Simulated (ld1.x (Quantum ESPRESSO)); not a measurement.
# Transferability test, PAW potential for beryllium (Be)

ld1.x (Quantum ESPRESSO) 7.5 input, shortened:

```
&input
   title='Be', zed=4., rel=0, dft='PBE', iswitch=3,
   config='[He] 2s2 2p0'
 /
 &inputp
   pseudotype=3, lpaw=.true., tm=.true., lloc=-2, rcloc=1.30,
   nlcc=.false.,
   which_augfun='BG', rmatch_augfun=0.70
 /
4
1S  1  0   2.00   0.00  0.75  0.80  0.0
2S  2  0   2.00   0.00  0.75  0.80  0.0
2P  2  1   0.00   0.00  2.32  2.46  0.0
2P  2  1   0.00   4.65  2.32  2.46  0.0
 &test
   configts(1)='1s2 2s2 2p0'
 /
```

Energies are relative to the spin-unpolarised reference configuration 1s2 2s2 2p0; without spin polarisation the order of configurations can differ from experiment.

| valence configuration | charge | ΔE all-electron (eV) | error AE − PS (meV) |
| --- | --- | --- | --- |
| 1s2 2s1 2p0 | +1 | 9.549 | -0.1 |
| 1s2 2s1.5 2p0 | +0.5 | 3.760 | 0.0 |
| 1s1 2s2 2p0 | +1 | 128.261 | -55 |
| 1s2 2s0 2p2 | 0 | 7.247 | -0.9 |
| 1s2 2s0 2p1 | +1 | 13.456 | -22 |

(1) What are ΔE and the potential's error for 1s2 2s0 2p0?

(2) What are ΔE and the potential's error for 1s2 2s1 2p1?

Levels in the configuration 1s2 2s1 2p1:

| level | all-electron (eV) | pseudo (eV) |
| --- | --- | --- |
| 1s | -107.613 | -107.645 |
| 2s | -6.163 | -6.166 |
| 2p | -2.535 | -2.538 |

## Answers

(1) ΔE = 27.494 eV all-electron; the error (AE − PS) is -0.4 meV.

(2) ΔE = 3.610 eV all-electron; the error (AE − PS) is -0.3 meV.
